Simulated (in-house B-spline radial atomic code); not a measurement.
Orbital energies and mean radii along the 47-electron series, configuration [Kr] 4d10 4f1. The effective charge is n√(-2ε), a non-relativistic measure. Computed with an all-electron radial atomic-structure program (B-spline basis): Dirac-Hartree-Fock, average of the configuration, finite nuclei.

| ion | Z | energy of 4p1/2 (Eh) | mean radius of 4p1/2 (bohr) | energy of 3d5/2 (Eh) | mean radius of 3d5/2 (bohr) | effective charge of 4p1/2 |
| --- | --- | --- | --- | --- | --- | --- |
| Sm15+ | 62 | -22.098 | 0.57818 | -52.513 | 0.23168 | 26.592 |
| Eu16+ | 63 | -23.994 | 0.56201 | -55.995 | 0.22667 | 27.709 |
| Gd17+ | 64 | ? | ? | ? | ? | ? |
| Tb18+ | 65 | -28.012 | 0.53207 | -63.3 | 0.21728 | 29.94 |
| Dy19+ | 66 | -30.135 | 0.51818 | -67.122 | 0.21286 | 31.054 |
| Ho20+ | 67 | -32.334 | 0.50495 | -71.056 | 0.20862 | 32.167 |
| Er21+ | 68 | -34.61 | 0.49232 | -75.103 | 0.20454 | 33.28 |
| Tm22+ | 69 | -36.964 | 0.48026 | -79.263 | 0.20062 | 34.392 |
| Yb23+ | 70 | -39.395 | 0.46873 | -83.534 | 0.19684 | 35.505 |
| Lu24+ | 71 | ? | ? | ? | ? | ? |
| Hf25+ | 72 | -44.492 | 0.44709 | -92.411 | 0.18968 | 37.733 |
| Ta26+ | 73 | -47.16 | 0.43693 | -97.016 | 0.1863 | 38.847 |
| W27+ | 74 | -49.908 | 0.42717 | -101.73 | 0.18302 | 39.963 |
| Re28+ | 75 | -52.737 | 0.41779 | -106.56 | 0.17986 | 41.08 |
| Os29+ | 76 | ? | ? | ? | ? | ? |
| Ir30+ | 77 | -58.641 | 0.40007 | -116.55 | 0.17385 | 43.319 |
| Pt31+ | 78 | -61.718 | 0.39169 | -121.71 | 0.17099 | 44.441 |

Problem. Fill in the row of Gd17+.

Solution. energy of 4p1/2 (Eh): -25.965; mean radius of 4p1/2 (bohr): 0.54666; energy of 3d5/2 (Eh): -59.591; mean radius of 3d5/2 (bohr): 0.22188; effective charge of 4p1/2: 28.825.

Problem. Fill in the row of Lu24+.

Solution. energy of 4p1/2 (Eh): -41.904; mean radius of 4p1/2 (bohr): 0.45768; energy of 3d5/2 (Eh): -87.916; mean radius of 3d5/2 (bohr): 0.1932; effective charge of 4p1/2: 36.619.

Problem. Fill in the row of Os29+.

Solution. energy of 4p1/2 (Eh): -55.648; mean radius of 4p1/2 (bohr): 0.40876; energy of 3d5/2 (Eh): -111.5; mean radius of 3d5/2 (bohr): 0.17681; effective charge of 4p1/2: 42.199.

Problem. How does the screening of 4p1/2 change?

Solution. Z less the effective charge goes from 35.41 at Z = 62 to 33.56 at Z = 78.
